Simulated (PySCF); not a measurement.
A PySCF script (with the pyscf-properties extension) for the NMR shieldings of `C[C@]1(B(O)O)CCC1=S`, C5H9BO2S, on a GFN2-xTB geometry:

```python
import basis_set_exchange as bse
import numpy as np
from pyscf import gto, dft
from pyscf.prop import nmr

atoms = """
C     0.228707    1.747634    0.214361
C     0.008703    0.249524   -0.019051
B     1.395944   -0.404842   -0.563157
O     1.559941   -0.532873   -1.890406
O     2.364422   -0.790777    0.288931
C    -1.292790   -0.130829   -0.768568
C    -1.746750   -0.942302    0.458462
C    -0.503576   -0.503709    1.163694
S     0.118234   -0.785392    2.631428
H     0.497531    2.232666   -0.720667
H    -0.679511    2.205734    0.602738
H     1.029649    1.904652    0.933499
H     2.404118   -0.902748   -2.153826
H     2.152570   -0.727257    1.226055
H    -1.929391    0.721204   -0.994496
H    -1.130897   -0.712154   -1.671954
H    -2.666610   -0.601396    0.933769
H    -1.819054   -2.020818    0.317532
"""
names = dict.fromkeys(["C", "B", "O", "S", "H"], "pcSseg-1")
basis = {el: gto.basis.parse(bse.get_basis(n, elements=[el], fmt="nwchem")) for el, n in names.items()}
mol = gto.M(atom=atoms, basis=basis, charge=0, verbose=0)
mf = dft.RKS(mol, xc="PBE0")
mf.grids.level = 2
mf.grids.alignment = dft.numint.BLKSIZE   # the property module wants whole blocks of grid points
mf.conv_tol = 1e-9
mf.kernel()

calc = nmr.RKS(mf)   # GIAO
C = mf.mo_coeff
Co = C[:, mf.mo_occ > 0]
resp = mf.gen_response(singlet=True, hermi=2)
def vind(x):   # induced exchange potential for any number of trial vectors
    d = np.einsum("pi,xij,qj->xpq", C, 2 * x.reshape(-1, C.shape[1], Co.shape[1]), Co, optimize=True)
    return np.einsum("xpq,pi,qj->xij", resp(d - d.transpose(0, 2, 1)), C, Co, optimize=True).ravel()
mo1, _ = nmr.rhf.solve_mo1(calc, with_cphf=vind)
sigma = calc.kernel(mo1)
for i, s in enumerate(sigma):   # ppm
    print("%2d %-2s %9.2f" % (i, mol.atom_pure_symbol(i), np.trace(s) / 3))
```

Task: What are the results?

Result: 
```
 0 C     158.39
 1 C     119.47
 2 B      74.20
 3 O     227.86
 4 O     206.29
 5 C     157.68
 6 C     138.11
 7 C    -117.70
 8 S    -280.45
 9 H      30.28
10 H      30.64
11 H      30.08
12 H      27.57
13 H      25.26
14 H      29.55
15 H      28.62
16 H      28.38
17 H      28.49
```

These numbers come from an equivalent density-fitted implementation of the same equations, which agrees with the script to about 0.01 ppm for H and up to a few tenths of a ppm for heavy atoms, so last digits may differ.

Size and cost of the density-fitted run: 205 basis functions, 54 s wall time on 1 thread of an Arm Neoverse V1, shared host; peak memory 0.91 GiB.
